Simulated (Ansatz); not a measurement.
Cost and result for the atomization energy of `[F][Zn][CH2]Cl` (6 atoms, 5 bonds).

```xyz
6

F     0.415   -2.685    1.217
Zn    0.247   -1.086    0.532
C     0.037    0.670   -0.234
Cl   -1.551    0.755   -1.058
H     0.800    0.891   -0.978
H     0.052    1.455    0.521
```

Charge 0, multiplicity 1. For Zn the d shell is correlated and the shells below it are frozen. Scalar relativity is left out up to krypton. The geometry is a stationary point of PBE0-D4/def2-TZVP. It is one conformer, not always the lowest. Program: Ansatz. All runs use 4 threads of an Arm Neoverse V1 on a shared host. Times are those of one run each, without the atoms' runs, and a repeat can differ threefold. Electronic energies, without spin–orbit coupling; frozen cores. CCSD(T)/CBS adds CCSD(T) − MP2 in def2-TZVPP to the MP2 limit, and its time is that of the two runs behind it. T1 = 0.015. With those shells the extrapolation isn't a true limit. B3LYP takes the VWN-RPA correlation (the form of Gaussian; ORCA's B3LYP/G). HSE06 is the plane-wave form, built on full-range PBE exchange.

CCSD(T)/CBS is a level of theory with its own doubt, some kJ/mol a heavy atom from the limit and from the frozen cores, so smaller differences don't rank the functionals.

| level | functions | wall time |
| --- | --- | --- |
| revPBE-D4/def2-TZVPP | 196 | 1.5 s |
| PBE-D4/def2-TZVPP (with forces) | 196 | 1.8 s |
| CCSD(T)/def2-SVP | 87 | 2.2 s |
| BHLYP-D4/def2-TZVPP | 196 | 2.4 s |
| CAM-B3LYP-D4/def2-TZVPP | 196 | 2.4 s |
| HSE06-D4/def2-TZVPP | 196 | 2.5 s |
| B3LYP-D4/def2-TZVPP (with forces) | 196 | 3.3 s |
| r2SCANh-D4/def2-TZVPP | 196 | 3.9 s |
| ωB97X-V/def2-TZVPP | 196 | 5.5 s |
| B97M-V/def2-TZVPP | 196 | 6 s |
| MP2/def2-QZVPP | 344 | 10 s |
| CCSD(T)/def2-TZVPP | 196 | 58 s |
| CCSD(T)/CBS(def2) | – | 68 s |

Q: What atomization energy does each give, and how far from CCSD(T)/CBS? (Estimate.)

A: Computed: 
```tsv
level	atomization (kJ/mol)	difference from CCSD(T)/CBS	per bond
revPBE-D4/def2-TZVPP	1783.2	-15.7	-3.1
PBE-D4/def2-TZVPP (with forces)	1842.8	43.9	8.8
CCSD(T)/def2-SVP	1661.4	-137.5	-27.5
BHLYP-D4/def2-TZVPP	1696.8	-102.1	-20.4
CAM-B3LYP-D4/def2-TZVPP	1788.0	-10.9	-2.2
HSE06-D4/def2-TZVPP	1798.4	-0.5	-0.1
B3LYP-D4/def2-TZVPP (with forces)	1762.1	-36.8	-7.4
r2SCANh-D4/def2-TZVPP	1795.7	-3.2	-0.6
ωB97X-V/def2-TZVPP	1806.1	7.2	1.4
B97M-V/def2-TZVPP	1785.2	-13.7	-2.7
MP2/def2-QZVPP	1851.2	52.3	10.5
CCSD(T)/def2-TZVPP	1738.7	-60.2	-12.0
CCSD(T)/CBS(def2)	1798.9	0.0	0.0
```

From r2SCAN to r2SCAN0 (25 % exact exchange), in def2-TZVPP and without D4, the atomization energy moves by −46.0 kJ/mol: exact exchange takes away binding that semilocal exchange gives to molecules. In def2-TZVPP, CCSD(T) changes the Hartree–Fock value by +483.4 kJ/mol (the triples alone add +35.2 kJ/mol) and MP2 by +557.6 kJ/mol; breaking electron pairs costs correlation energy, which Hartree–Fock lacks. At CCSD(T), def2-SVP lies −137.5 kJ/mol from the extrapolated value and def2-TZVPP −60.2 kJ/mol: correlation converges slowly with the basis, and small sets miss more of it in the bonded molecule than in its fragments.
